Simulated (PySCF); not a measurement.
# UHF on O²⁺ (oxygen, charge +2)

Configuration: [He] 2s1 2p2 3d1, one real determinant (an excited configuration). Calculation: PySCF 2.14, in aug-cc-pCVTZ-DK with one added diffuse shell each of s, p, d, f type (8s7p5d3f, 75 functions); scalar relativity by spin-free X2C-1e.

* Total energy: -71.429410 hartree
* One-electron energy: -88.3122 hartree
* Hartree (Coulomb) energy: 24.0156 hartree
* Exchange energy: -7.1328 hartree
* ⟨S²⟩: 6.0000
* ⟨L²⟩: 7.991
* Sum of ⟨r⟩: 6.411 bohr
* Sum of ⟨r²⟩: 15.30 bohr²
* Traceless quadrupole moment −½Σ⟨3z² − r²⟩ along its main axis: -2.39 e·bohr²
* Langevin diamagnetic susceptibility: -12.1 ×10⁻⁶ cm³/mol

| shell | electrons | mean orbital energy (hartree) | rms radius, mean of both spins (bohr) |
| --- | --- | --- | --- |
| 1s α | 1 | -22.99473 | 0.230 |
| 1s β | 1 | -22.77368 | 0.230 |
| 2s α | 1 | -3.15428 | 1.05 |
| 2p α | 2 | -2.54638 | 1.02 |
| 3d α | 1 | -0.53116 | 3.46 |

⟨L²⟩ = 7.99 against 12 for a pure F term, so this real determinant mixes terms. The outer electron is Rydberg-like, and this basis confines it to a smaller radius and binds it less than a complete one would.

Spin-orbit constants ζ (cm⁻¹) from the X2C one-electron operator on these orbitals: bare nucleus, nucleus screened by l(l+1)(2l+1)/3 electrons, and screened by the Breit-Pauli mean field of the electrons.

| shell | bare | screened nucleus | mean field |
| --- | --- | --- | --- |
| 2p | 375.0 | 281.3 | 246.1 |
| 3d | 5.044 | 1.891 | 1.754 |

To first order the Landé constant is A = 20.80 cm⁻¹, so the lowest level has J = 1 and lies 0.0206 eV below the centre of the term. This holds in LS coupling only.
